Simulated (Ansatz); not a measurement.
Cartesian coordinates (Å):
SMILES: N[Si](S)(S)S
```xyz
10

N     -0.9354    -0.9633    -0.7923
Si     0.0688     0.1746    -0.0126
S      2.1713     0.2393    -0.4643
S     -0.7016     2.0531    -0.6814
S     -0.0150    -0.2416     2.0853
H     -1.0956    -0.9051    -1.7867
H     -0.9695    -1.9136    -0.4580
H      2.4759    -0.8554     0.2558
H      0.3567     2.7659    -0.2600
H     -1.3555    -0.3538     2.1142
```
Charge 0, spin multiplicity 1.

Computed with frozen-core CCSD(T)/cc-pVTZ // B3LYP-D3(BJ)/def2-TZVP (Ansatz, a quantum-chemistry and plane-wave program).

- HF energy: -1539.11490 Ha
- MP2 correlation energy: -0.86594 Ha

Estimate the CCSD correlation energy, the (T) correction, the total energy and the T1 diagnostic.


- CCSD correlation energy = -0.92683 Ha
- (T) correction = -0.04234 Ha
- CCSD(T) total energy = -1540.08408 Ha
- T1 diagnostic = 0.011
